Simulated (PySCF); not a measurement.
C3H6F2Si, SMILES F/C=C\[SiH2]CF. Atoms are numbered in the order given.

```xyz
12

F      1.3859     1.5921     0.0000
C      0.1615     2.1458     0.0000
C     -0.9503     1.4170     0.0000
Si    -1.0271    -0.4563     0.0000
C      0.7086    -1.2262     0.0000
F      0.5554    -2.6102     0.0000
H      0.2213     3.2401     0.0000
H     -1.8811     1.9951     0.0000
H     -1.7663    -0.9251     1.2072
H     -1.7663    -0.9251    -1.2072
H      1.2905    -0.9266    -0.8882
H      1.2905    -0.9266     0.8882
```

Geometry: ωB97X-D3(BJ)/def2-SVP. The structure was generated by enumeration; whether it is a known compound was not checked. One conformer was computed; it need not be the lowest.

These are ωB97X-D3(BJ)/def2-SVP in PySCF values and carry that method's errors.

Frequencies are harmonic and unscaled.

Computed normal modes with their intensities:
```tsv
mode	ν (cm⁻¹)	IR (km/mol)	moving atoms (share of kinetic energy)
1	36	3.3	H 30 %, C 29 %, F 27 %, Si 14 %
2	113	3.1	C 35 %, H 31 %, F 29 %
3	122	1.3	F 68 %, C 15 %, Si 10 %
4	194	6.8	F 46 %, Si 29 %, C 17 %
5	299	4.1	F 52 %, C 28 %, Si 14 %
6	333	8.1	C 49 %, H 46 %
7	497	19.5	H 88 %
8	637	10.3	C 51 %, Si 34 %, H 10 %
9	672	6.7	C 53 %, H 24 %, Si 13 %, F 11 %
10	692	14.0	H 80 %, C 13 %
11	767	3.7	C 50 %, H 32 %, Si 13 %
12	806	67.7	H 73 %, C 22 %
13	871	206.8	H 61 %, C 16 %, Si 16 %
14	871	12.0	H 72 %, C 23 %
15	969	101.2	H 94 %
16	989	0.0	H 74 %, C 26 %
17	1048	118.7	H 54 %, F 23 %, C 21 %
18	1086	74.9	C 48 %, F 40 %, H 12 %
19	1244	57.3	H 54 %, C 30 %, F 17 %
20	1246	4.3	H 91 %
21	1330	0.9	H 73 %, C 26 %
22	1381	2.8	H 73 %, C 26 %
23	1461	3.0	H 93 %
24	1748	165.1	C 94 %
25	2257	132.0	H 96 %
26	2263	100.7	H 98 %
27	3083	10.6	H 95 %
28	3146	12.8	H 90 %, C 10 %
29	3204	2.0	H 92 %
30	3229	7.1	H 91 %, C 9 %
```
